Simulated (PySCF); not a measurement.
SMILES c1(CC)cccc(C=O)c1, GFN2-xTB optimised geometry.

```
20

C     -2.31    -2.31     1.50
C     -2.02    -1.93     0.05
C     -1.25    -0.64     0.00
C     -1.92     0.59     0.00
C     -1.21     1.78     0.00
C      0.17     1.77     0.00
C      0.85     0.56     0.00
C      2.32     0.53     0.00
O      3.00    -0.46    -0.01
C      0.13    -0.64     0.00
H     -2.90    -1.54     1.99
H     -2.86    -3.25     1.54
H     -1.38    -2.43     2.05
H     -2.96    -1.82    -0.49
H     -1.44    -2.72    -0.42
H     -3.00     0.60     0.00
H     -1.75     2.72     0.01
H      0.72     2.70     0.00
H      2.78     1.54     0.00
H      0.69    -1.56     0.00
```

Density from CAM-B3LYP/def2-SVP (PySCF 2.14.0) at that geometry.

Minimum of the electron density along straight lines between bonded atoms, close to the bond critical point (lines longer than 1.1 times the sum of covalent radii, or with two minima, are not listed):

```json
[
 {"bond": "C1–C2", "length / Å": "1.530", "ρ at the minimum / e bohr⁻³": "0.242", "∇²ρ there / e bohr⁻⁵": "-0.55", "position (fraction from the first atom)": "0.50"},
 {"bond": "C2–C3", "length / Å": "1.501", "ρ at the minimum / e bohr⁻³": "0.259", "∇²ρ there / e bohr⁻⁵": "-0.62", "position (fraction from the first atom)": "0.49"},
 {"bond": "C3–C4", "length / Å": "1.392", "ρ at the minimum / e bohr⁻³": "0.312", "∇²ρ there / e bohr⁻⁵": "-0.81", "position (fraction from the first atom)": "0.50"},
 {"bond": "C4–C5", "length / Å": "1.386", "ρ at the minimum / e bohr⁻³": "0.314", "∇²ρ there / e bohr⁻⁵": "-0.82", "position (fraction from the first atom)": "0.50"},
 {"bond": "C5–C6", "length / Å": "1.381", "ρ at the minimum / e bohr⁻³": "0.316", "∇²ρ there / e bohr⁻⁵": "-0.83", "position (fraction from the first atom)": "0.50"},
 {"bond": "C6–C7", "length / Å": "1.394", "ρ at the minimum / e bohr⁻³": "0.309", "∇²ρ there / e bohr⁻⁵": "-0.79", "position (fraction from the first atom)": "0.50"},
 {"bond": "C7–C8", "length / Å": "1.466", "ρ at the minimum / e bohr⁻³": "0.280", "∇²ρ there / e bohr⁻⁵": "-0.72", "position (fraction from the first atom)": "0.50"},
 {"bond": "C8–O9", "length / Å": "1.205", "ρ at the minimum / e bohr⁻³": "0.413", "∇²ρ there / e bohr⁻⁵": "0.46", "position (fraction from the first atom)": "0.33"},
 {"bond": "C3–C10", "length / Å": "1.385", "ρ at the minimum / e bohr⁻³": "0.315", "∇²ρ there / e bohr⁻⁵": "-0.82", "position (fraction from the first atom)": "0.50"},
 {"bond": "C7–C10", "length / Å": "1.395", "ρ at the minimum / e bohr⁻³": "0.309", "∇²ρ there / e bohr⁻⁵": "-0.79", "position (fraction from the first atom)": "0.50"},
 {"bond": "C1–H11", "length / Å": "1.088", "ρ at the minimum / e bohr⁻³": "0.277", "∇²ρ there / e bohr⁻⁵": "-1.03", "position (fraction from the first atom)": "0.63"},
 {"bond": "C1–H12", "length / Å": "1.087", "ρ at the minimum / e bohr⁻³": "0.277", "∇²ρ there / e bohr⁻⁵": "-1.03", "position (fraction from the first atom)": "0.63"},
 {"bond": "C1–H13", "length / Å": "1.087", "ρ at the minimum / e bohr⁻³": "0.278", "∇²ρ there / e bohr⁻⁵": "-1.04", "position (fraction from the first atom)": "0.63"},
 {"bond": "C2–H14", "length / Å": "1.092", "ρ at the minimum / e bohr⁻³": "0.277", "∇²ρ there / e bohr⁻⁵": "-1.02", "position (fraction from the first atom)": "0.63"},
 {"bond": "C2–H15", "length / Å": "1.091", "ρ at the minimum / e bohr⁻³": "0.278", "∇²ρ there / e bohr⁻⁵": "-1.02", "position (fraction from the first atom)": "0.63"},
 {"bond": "C4–H16", "length / Å": "1.081", "ρ at the minimum / e bohr⁻³": "0.284", "∇²ρ there / e bohr⁻⁵": "-1.09", "position (fraction from the first atom)": "0.63"},
 {"bond": "C5–H17", "length / Å": "1.080", "ρ at the minimum / e bohr⁻³": "0.284", "∇²ρ there / e bohr⁻⁵": "-1.09", "position (fraction from the first atom)": "0.63"},
 {"bond": "C6–H18", "length / Å": "1.080", "ρ at the minimum / e bohr⁻³": "0.284", "∇²ρ there / e bohr⁻⁵": "-1.09", "position (fraction from the first atom)": "0.64"},
 {"bond": "C8–H19", "length / Å": "1.109", "ρ at the minimum / e bohr⁻³": "0.276", "∇²ρ there / e bohr⁻⁵": "-1.04", "position (fraction from the first atom)": "0.64"},
 {"bond": "C10–H20", "length / Å": "1.081", "ρ at the minimum / e bohr⁻³": "0.285", "∇²ρ there / e bohr⁻⁵": "-1.12", "position (fraction from the first atom)": "0.64"}
]
```
